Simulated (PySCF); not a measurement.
GeH3O3, SMILES [OH][Ge]([OH])[OH], multiplicity 2. Coordinates come from a PBE-D3(BJ)/def2-SVP optimisation. The isomer is the one that the SMILES or the coordinates give; other isomers of the formula were not compared. One conformer was computed; it need not be the lowest.

Computed equilibrium geometry at PBE-D3(BJ)/def2-SVP (PySCF confirms it by a frequency run) as Cartesian coordinates in Å, and its point group (one conformer of several):
point group C3.
```xyz
7

O      1.2543     1.0979    -0.3939
Ge     0.0000     0.0000     0.3103
O      0.3236    -1.6352    -0.3939
O     -1.5779     0.5373    -0.3939
H      2.1477     0.7789    -0.1587
H     -0.3994    -2.2494    -0.1587
H     -1.7484     1.4706    -0.1587
```
Charge 0, spin multiplicity 2.
